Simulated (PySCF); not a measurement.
Task: What does the PBE0-D3(BJ)/def2-SVP structure of 1,1,2-trifluoro-2-methylcyclopropane (`C[C@]1(F)CC1(F)F`) look like in three dimensions?

Result: 
```
atom  x, y, z in Å
C1     1.2917    0.5838   -0.4942
C2     0.3221   -0.1902    0.3386
F3     0.9035   -0.8016    1.4026
C4    -0.8505   -0.9469   -0.2733
C5    -1.0761    0.2638    0.5561
F6    -1.6238    0.1360    1.7634
F7    -1.4931    1.3928   -0.0322
H8     1.8184    1.3196    0.1312
H9     2.0335   -0.0946   -0.9411
H10    0.7720    1.1209   -1.2980
H11   -1.0045   -0.8817   -1.3533
H12   -1.0933   -1.9018    0.2002
```

Any rigid rotation of these coordinates is as good. Atoms count from 1 in this order. The 3-membered ring C2–C4–C5 has internal angles of 59.1° to 61.7°. The C–C distances run from 1.485 Å (C4–C5, drawn single) to 1.524 Å (C2–C4, drawn single), a spread of 0.039 Å. Of the pairs four or more bonds apart, F7···H10 is among the closest relative to their van der Waals radii: 2.61 Å, 98 % of the sum of Bondi's values. The 3 C–F bonds span 1.332 Å (C5–F6, drawn single) to 1.358 Å (C2–F3, drawn single), a spread of 0.026 Å.

Bonds between heavy atoms (Å): C1–C2 1.494, C2–F3 1.358, C2–C4 1.524, C4–C5 1.485, C5–F6 1.332, C5–F7 1.340, C2–C5 1.486.

Computed with PySCF 2.14.0, PBE0-D3(BJ)/def2-SVP geometry optimisation, gas phase.

Point group: C1 (no symmetry element, even within 0.4 Å). Not checked by PBE0-D3(BJ)/def2-SVP frequencies.
